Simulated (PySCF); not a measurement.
Te(Cl)(SH) (ClHSTe), SMILES [Te](Cl)S.

Geometry: B3LYP-D3(BJ)/def2-TZVP. The def2 effective core potentials stand for the cores of Te; spin–orbit coupling is left out. One conformer was computed; it need not be the lowest.

Calculation: PySCF with B3LYP-D3(BJ)/def2-TZVP.

Frequencies are harmonic and unscaled.

```json
[
 {"mode": "1", "ν (cm⁻¹)": "124", "IR (km/mol)": "1.1", "moving atoms (share of kinetic energy)": "S 41 %, Cl 41 %, Te 17 %"},
 {"mode": "2", "ν (cm⁻¹)": "337", "IR (km/mol)": "46.8", "moving atoms (share of kinetic energy)": "Cl 65 %, Te 24 %, S 10 %"},
 {"mode": "3", "ν (cm⁻¹)": "356", "IR (km/mol)": "17.3", "moving atoms (share of kinetic energy)": "H 95 %"},
 {"mode": "4", "ν (cm⁻¹)": "365", "IR (km/mol)": "4.9", "moving atoms (share of kinetic energy)": "S 69 %, Te 18 %, Cl 12 %"},
 {"mode": "5", "ν (cm⁻¹)": "784", "IR (km/mol)": "2.8", "moving atoms (share of kinetic energy)": "H 97 %"},
 {"mode": "6", "ν (cm⁻¹)": "2642", "IR (km/mol)": "0.2", "moving atoms (share of kinetic energy)": "H 97 %"}
]
```
